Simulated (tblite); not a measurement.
Compound: C4H9FO2Si2.
SMILES with atom numbers: `[CH3:1][O:2][C@H:3]1[CH:4]=[C:5]([F:6])[SiH2:7][SiH2:8][O:9]1` (hydrogens: H10, H11, H12 on C1; H13 on C3; H14 on C4; H15, H16 on Si7; H17, H18 on Si8)

Cartesian coordinates in Å at the GFN2-xTB level; atoms count from 1:
```xyz
18
C4H9FO2Si2 angstrom
C      1.999   -1.254    0.120
O      0.847   -0.849   -0.591
C      0.824    0.511   -0.924
C     -0.247    0.683   -1.966
C     -1.487    0.297   -1.698
F     -2.435    0.464   -2.654
Si    -2.040   -0.342    0.007
Si    -0.562    0.878    1.301
O      0.586    1.297    0.202
H      2.888   -1.176   -0.516
H      2.146   -0.649    1.018
H      1.836   -2.293    0.398
H      1.802    0.826   -1.324
H      0.039    1.103   -2.919
H     -3.468   -0.007    0.097
H     -1.912   -1.803   -0.009
H      0.072    0.112    2.386
H     -0.898    2.209    1.796
```

Computed with GFN2-xTB (tblite): harmonic, unscaled wavenumbers at the GFN2-xTB geometry, gas phase. The method is semi-empirical: single wavenumbers can be off by several per cent or more. Modes of hydrogen on silicon can be 10 to 20 % off. One conformer, not necessarily the lowest.

Harmonic wavenumbers (cm⁻¹): 48.7, 106.3, 112.6, 150.8, 180.8, 239.3, 259.2, 300.4, 334.4, 356.6, 365.0, 441.6, 451.8, 464.4, 549.1, 567.2, 610.9, 616.8, 647.0, 696.5, 750.8, 756.5, 784.7, 816.8, 827.1, 953.9, 1010.8, 1064.6, 1101.8, 1130.2, 1135.6, 1163.1, 1254.9, 1304.6, 1318.6, 1396.8, 1461.5, 1481.3, 1670.2, 2150.2, 2204.3, 2225.4, 2276.7, 2858.4, 2927.9, 2960.1, 3030.6, 3078.2.

A = 1620, B = 1019, C = 827.4 MHz; mass 164.013 u (most abundant isotopes); point group C1, symmetry number 1.

Task: Zero-point energy?

Result: ½Σν̃ = 26298 cm⁻¹ = 314.59 kJ/mol.

Task: Entropy at 298.15 K, 1 bar (ideal gas, RRHO, classical rotation)?

Result: Translation 172.46, rotation 124.87, vibration 131.65: S = 429.0 J/(mol K).

Task: And Cp and H(298.15 K) − H(0)?

Result: Cp = 183.50 J/(mol K), of which vibrations give 150.24 (their classical limit is 48 R = 399.1); H(298.15 K) − H(0) = 31.85 kJ/mol without the zero-point energy, 21.93 from vibrations.

Task: What must be added to the electronic energy to get the Gibbs energy at 298.15 K and 1 bar?

Result: ZPE + [H(298.15 K) − H(0)] − T·S = 314.59 + 31.85 − 127.90 = 218.54 kJ/mol.

Task: Which modes carry the vibrational entropy at 298.15 K?

Result: 48.7 cm⁻¹: 20.37; 106.3 cm⁻¹: 13.96; 112.6 cm⁻¹: 13.49; 150.8 cm⁻¹: 11.14; 180.8 cm⁻¹: 9.71; 239.3 cm⁻¹: 7.56 J/(mol K); the other 42 give 55.42 together.

Hindered rotation and anharmonicity are outside this model. Other conformers, if any are populated, would add a mixing term that is left out. The structure is chiral; the term R ln 2 for an equal mix with its mirror image is left out.
